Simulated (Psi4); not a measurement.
C$_{4}$H$_{5}$ (SMILES [C-]1=CCC1), charge -1, singlet, at a GFN2-xTB geometry (a gas-phase anion, which may not be bound at this level); MP4/cc-pVDZ (Psi4).

Input for Psi4:
```
memory 2 GB

molecule mol {
-1 1
  C    -0.025333   -0.757839    0.943421
  C    -0.008029    0.604862    0.840226
  C     0.002307   -0.804745   -0.645540
  C     0.019914    0.737262   -0.650922
  H    -0.011585    1.428951    1.568604
  H    -0.883807   -1.244133   -1.133044
  H     0.894940   -1.264333   -1.101506
  H     0.923550    1.191030   -1.112801
  H    -0.856249    1.211242   -1.144358
}

set basis cc-pvdz
set reference rhf
set freeze_core true

energy('mp4')
print_variables()
```

Problem. Predict the main parts of the log of this Psi4 run.

Solution. 
```
   => Loading Basis Set <=

    Name: CC-PVDZ
    Role: ORBITAL
    Keyword: BASIS

         ---------------------------------------------------------
                                   SCF
               by Justin Turney, Rob Parrish, Andy Simmonett
                          and Daniel G. A. Smith
                              RHF Reference
         ---------------------------------------------------------

  ==> Geometry <==

    Molecular point group: c1
    Full point group: C1

    Geometry (in Angstrom), charge = -1, multiplicity = 1:

       Center              X                  Y                   Z               Mass
    ------------   -----------------  -----------------  -----------------  -----------------
         C           -0.024082604104    -0.733094768645     0.888739826426    12.000000000000
         C           -0.006778604104     0.629606231355     0.785544826426    12.000000000000
         C            0.003557395896    -0.780000768645    -0.700221173574    12.000000000000
         C            0.021164395896     0.762006231355    -0.705603173574    12.000000000000
         H           -0.010334604104     1.453695231355     1.513922826426     1.007825032230
         H           -0.882556604104    -1.219388768645    -1.187725173574     1.007825032230
         H            0.896190395896    -1.239588768645    -1.156187173574     1.007825032230
         H            0.924800395896     1.215774231355    -1.167482173574     1.007825032230
         H           -0.854998604104     1.235986231355    -1.199039173574     1.007825032230

  Running in c1 symmetry.

  Rotational constants: A =      0.45783  B =      0.42249  C =      0.23967 [cm^-1]
  Rotational constants: A =  13725.27628  B =  12665.80555  C =   7184.99656 [MHz]
  Nuclear repulsion =  104.786787981122245

  Charge       = -1
  Multiplicity = 1
  Electrons    = 30
  Nalpha       = 15
  Nbeta        = 15

  ==> Algorithm <==

  SCF Algorithm Type is PK.
  DIIS enabled.
  MOM disabled.
  Fractional occupation disabled.
  Guess Type is SAD.
  Energy threshold   = 1.00e-08
  Density threshold  = 1.00e-08
  Integral threshold = 1.00e-12

  ==> Primary Basis <==

  Basis Set: CC-PVDZ
    Blend: CC-PVDZ
    Number of shells: 39
    Number of basis functions: 81
    Number of Cartesian functions: 85
    Spherical Harmonics?: true
    Max angular momentum: 2

  ==> Integral Setup <==

  Using in-core PK algorithm.
   Calculation information:
      Number of atoms:                   9
      Number of AO shells:              39
      Number of primitives:            113
      Number of atomic orbitals:        85
      Number of basis functions:        81

      Integral cutoff                 1.00e-12
      Number of threads:                 1

  Performing in-core PK
  Using 11032362 doubles for integral storage.
  We computed 304507 shell quartets total.
  Whereas there are 304590 unique shell quartets.

  ==> DiskJK: Disk-Based J/K Matrices <==

    J tasked:                  Yes
    K tasked:                  Yes
    wK tasked:                  No
    Schwarz Cutoff:          1E-12

  Minimum eigenvalue in the overlap matrix is 1.7217372968E-03.
  Reciprocal condition number of the overlap matrix is 2.9192858383E-04.
    Using symmetric orthogonalization.

  ==> Pre-Iterations <==

  SCF Guess: Superposition of Atomic Densities via on-the-fly atomic UHF (no occupation information).

   -------------------------
    Irrep   Nso     Nmo
   -------------------------
     A         81      81
   -------------------------
    Total      81      81
   -------------------------

  ==> Iterations <==

                        Total Energy        Delta E     RMS |[F,P]|

   @RHF iter SAD:  -153.63038956421130   -1.53630e+02   0.00000e+00
   @RHF iter   1:  -154.04752000380435   -4.17130e-01   6.39507e-03 DIIS/ADIIS
   @RHF iter   2:  -154.18814316072439   -1.40623e-01   3.53595e-03 DIIS/ADIIS
   @RHF iter   3:  -154.23216123787122   -4.40181e-02   4.76171e-04 DIIS/ADIIS
   @RHF iter   4:  -154.23384959202284   -1.68835e-03   1.24493e-04 DIIS/ADIIS
   @RHF iter   5:  -154.23394947343851   -9.98814e-05   4.29414e-05 DIIS
   @RHF iter   6:  -154.23396517635970   -1.57029e-05   1.86848e-05 DIIS
   @RHF iter   7:  -154.23396885774056   -3.68138e-06   5.42471e-06 DIIS
   @RHF iter   8:  -154.23396927632044   -4.18580e-07   3.16436e-06 DIIS
   @RHF iter   9:  -154.23396935709351   -8.07731e-08   4.73326e-07 DIIS
   @RHF iter  10:  -154.23396935977243   -2.67892e-09   1.59013e-07 DIIS
   @RHF iter  11:  -154.23396936002345   -2.51021e-10   6.32328e-08 DIIS
   @RHF iter  12:  -154.23396936006799   -4.45368e-11   1.57680e-08 DIIS
   @RHF iter  13:  -154.23396936007146   -3.46745e-12   2.53586e-09 DIIS
  Energy and wave function converged.

  ==> Post-Iterations <==

    Orbital Energies [Eh]
    ---------------------

    Doubly Occupied:

[...]
    Virtual:

[...]
    Final Occupation by Irrep:
              A
    DOCC [    15 ]
    NA   [    15 ]
    NB   [    15 ]

  @RHF Final Energy:  -154.23396936007146

   => Energetics <=

    Nuclear Repulsion Energy =            104.7867879811222451
    One-Electron Energy =                -421.4177305005683252
    Two-Electron Energy =                 162.3969731593746246
    Total Energy =                       -154.2339693600714554

Computation Completed

Properties will be evaluated at   0.000000,   0.000000,   0.000000 [a0]

Properties computed using the SCF density matrix

 Multipole Moments:

 ------------------------------------------------------------------------------------
     Multipole            Electronic (a.u.)      Nuclear  (a.u.)        Total (a.u.)
 ------------------------------------------------------------------------------------

 L = 1.  Multiply by 2.5417464519 to convert [e a0] to [Debye]
 Dipole X            :         -0.0349076            0.0685299            0.0336223
 Dipole Y            :         -0.4975317            1.3560291            0.8584974
 Dipole Z            :          1.6502146           -2.9966314           -1.3464167
 Magnitude           :                                                    1.5971808

 ------------------------------------------------------------------------------------

 MINTS: Wrapper to libmints.
   by Justin Turney

   Calculation information:
      Number of threads:                 1
      Number of atoms:                   9
      Number of AO shells:              39
      Number of SO shells:              39
      Number of primitives:            113
      Number of atomic orbitals:        85
      Number of basis functions:        81

      Number of irreps:                  1
      Integral cutoff                 1.00e-12
      Number of functions per irrep: [  81 ]

 OEINTS: Overlap, kinetic, potential, dipole, and quadrupole integrals
         stored in file 35.

      Computed 5493110 non-zero two-electron integrals.
        Stored in file 33.

        ==> Transform all two-electron integrals <==

	Presorting SO-basis two-electron integrals.
	Sorting File: SO Ints (nn|nn) nbuckets = 1
	Constructing frozen core operators
	Starting first half-transformation.
	Sorting half-transformed integrals.
	First half integral transformation complete.
	Starting second half-transformation.
	Two-electron integral transformation complete.

        **********************************************************
        *                                                        *
        *                   CCSD Integral Sort                   *
        *                                                        *
        **********************************************************

        CC integral sort will use                    223.78 mb

        Number of (ab|cd) temporary files:                2
        Number of (ab|ci) temporary files:                3
        Starting temporary file number:                 270

        *****************************************************
        *                                                   *
        *                        MP4                        *
        *                  Eugene DePrince                  *
        *                                                   *
        *****************************************************

  ==> Input parameters <==

        Freeze core orbitals?                 yes
        Use frozen natural orbitals?           no
        r_convergence:                  1.000e-07
        e_convergence:                  1.000e-06
        Number of DIIS vectors:                 8
        Number of frozen core orbitals:         4
        Number of active occupied orbitals:    11
        Number of active virtual orbitals:     66
        Number of frozen virtual orbitals:      0

  ==> Memory <==

        minimum memory requirements for QCISD =        12.15 mb
        (T) algorithm:                                  8.77 mb (low-memory)
        memory requirements for QCISD(T) =              8.77 mb

  ==> Define tiling <==

        v(ab,cd) diagrams will be evaluated in   1 blocks.
        v(ab,ci) diagrams will be evaluated in   1 blocks over ov2.
        v(ab,ci) diagrams will be evaluated in   1 blocks over ov.

  Allocate cpu memory (    49.45 mb).....done.
  Initialize cpu memory..................done.

  ==> MP4(SDQ) <==

        OS MP2 correlation energy:            -0.412593044025
        SS MP2 correlation energy:            -0.133835541239
        MP2 correlation energy:               -0.546428585264
      * MP2 total energy:                   -154.780397945336

        OS MP2.5 correlation energy:          -0.433709896882
        SS MP2.5 correlation energy:          -0.129917014363
        MP2.5 correlation energy:             -0.563626911245
      * MP2.5 total energy:                 -154.797596271316

        OS MP3 correlation energy:            -0.454826749740
        SS MP3 correlation energy:            -0.125998487486
        MP3 correlation energy:               -0.580825237226
      * MP3 total energy:                   -154.814794597297

        OS MP4(SDQ) correlation energy:       -0.463577544077
        SS MP4(SDQ) correlation energy:       -0.115377436150
        MP4(SDQ) correlation energy:          -0.586625570309
      * MP4(SDQ) total energy:              -154.820594930380

        ==> Resort (ov|vv) integrals for low-memory (T) computation <==

        *******************************************************
        *                                                     *
        *                       MP4(T)                        *
        *                                                     *
        *******************************************************

        Using low-memory algorithm.

        num_threads:                      1
        memory requirements:        8.77 mb

        Number of abc combinations: 50116

        Computing (T) correction...

        % complete  total time
              10.0
              20.0
              30.0
              40.0
              50.0
              60.0
              70.0
              80.0
              90.0

        MP4(T) correlation energy:              -0.021765277161

        MP4(SDTQ) correlation energy:           -0.608390847470
      * MP4(SDTQ) total energy:               -154.842360207541

  Variable Map:
  ----------------------------------------------------------------------------
[...]
  Array Variable Map:
  ----------------------------------------------------------------------------
[...]
[...]
```
